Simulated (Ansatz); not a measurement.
Ansatz (a first-principles code) input (CCSD(T)/def2-SVPD):

Ansatz 0.2 input:
```yaml
crystal:
  periodic: [false, false, false]
  atoms:
    - {symbol: Na, position_ang: [-0.00000000, -0.00000000, -0.86720303]}
    - {symbol: F, position_ang: [0.00000000, 0.00000000, 1.05991481]}
basis:
  gaussian:
    orbitals: def2-SVPD
magnetization: {spin_polarized: false}
correlation: {method: ccsd_t, electrons: outside_noble_gas}
output: {forces: true}
```

Output:

```
Functional definition: HF
integrals: 0.01 GiB planned
380 factors; integrals over basis functions are off by at most 7.1e-4 eV
mean field: 0.07 GiB planned
mean field evaluation 1: about -7105.0231 eV, gradient 3.8e1 eV
mean field evaluation 2: about -7105.0296 eV, gradient 3.8e1 eV
mean field evaluation 4: about -7107.5340 eV, gradient 6.2e-1 eV
mean field evaluation 8: about -7107.5343 eV, gradient 2.6e-4 eV
mean field evaluation 16: about -7107.5343 eV, gradient 1.4e-6 eV
mean field -7107.53428213 eV, -261.1970672084 hartree, gradient 1.4e-6 eV, S^2 0.000000; 0 other end points of the search recorded, 0 dependent functions left out
6 core orbitals not correlated
reference -7107.53428213 eV, -261.1970672084 hartree; 4, 4 occupied and 31, 31 virtual orbitals, 380 factors
densities: 0.07 GiB planned
second order -5.99540540 eV of doubles, -0.00000000 eV of singles
coupled cluster: 0.06 GiB planned
cycle   1  -5.77986689 eV  change    2.2e-1 eV  update   8.6e-2
cycle   2  -5.93598498 eV  change   -1.6e-1 eV  update   2.9e-2
cycle   3  -5.97042859 eV  change   -3.4e-2 eV  update   1.5e-2
cycle   4  -5.97278446 eV  change   -2.4e-3 eV  update   4.5e-3
cycle   5  -5.96917486 eV  change    3.6e-3 eV  update   1.9e-3
cycle   6  -5.96854424 eV  change    6.3e-4 eV  update   9.0e-4
cycle   7  -5.96895726 eV  change   -4.1e-4 eV  update   3.9e-4
cycle   8  -5.96906072 eV  change   -1.0e-4 eV  update   1.5e-4
cycle   9  -5.96903930 eV  change    2.1e-5 eV  update   5.5e-5
cycle  10  -5.96905324 eV  change   -1.4e-5 eV  update   2.5e-5
cycle  11  -5.96904765 eV  change    5.6e-6 eV  update   1.1e-5
cycle  12  -5.96904286 eV  change    4.8e-6 eV  update   3.9e-6
perturbative correction -0.12419580 eV, -0.0045641114 hartree
the calculation of the forces begins
Total energy: -7113.62752079 eV, -261.4209895991 hartree
Atom 0 at    -0.000000    -0.000000    -0.867203 Å, force     0.000000    -0.000000    -0.451600 eV/Å
Atom 1 at     0.000000     0.000000     1.059915 Å, force     0.000000     0.000000     0.451600 eV/Å
Dipole moment:    -0.000000    -0.000000    -1.753512 e Å
```
